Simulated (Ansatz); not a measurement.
Job for Ansatz (a first-principles code): R-SVWN5/def2-TZVPP on H2Se2 (SMILES [SeH][SeH]), a point of a torsion scan.

Ansatz 0.2 input:
```yaml
crystal:
  periodic: [false, false, false]
  atoms:
    - {symbol: Se, position_ang: [-1.10698858, 0.62186347, 0.35531553]}
    - {symbol: Se, position_ang: [1.10181718, 0.55884003, -0.36715478]}
    - {symbol: H, position_ang: [-1.53799723, -0.55385660, -0.37699438]}
    - {symbol: H, position_ang: [0.82066103, -0.04233305, -1.65708300]}
basis:
  gaussian:
    orbitals: def2-TZVPP
hamiltonian:
  xc: {name: SVWN5}
scf: {lower_state_search: off}
```

The head of its log:

```
WARN ansatz: RAYON_NUM_THREADS=1 ignored (pool sized by the plan → 1); use --threads N
Functional definition: SVWN5
these checks for a lower state are left out or cut short: stability, starts, cluster_reference, orbital_swaps, neighbouring_geometries, increment
integrals: 0.05 GiB planned
892 factors; their error is unknown
mean field: 0.33 GiB planned
mean field evaluation 1: about -130545.4666 eV, gradient 2.0e1 eV
mean field evaluation 2: about -130545.7973 eV, gradient 1.3e1 eV
```

### Question
Give the final energy of this run.

### Answer
-4797.4792 hartree.
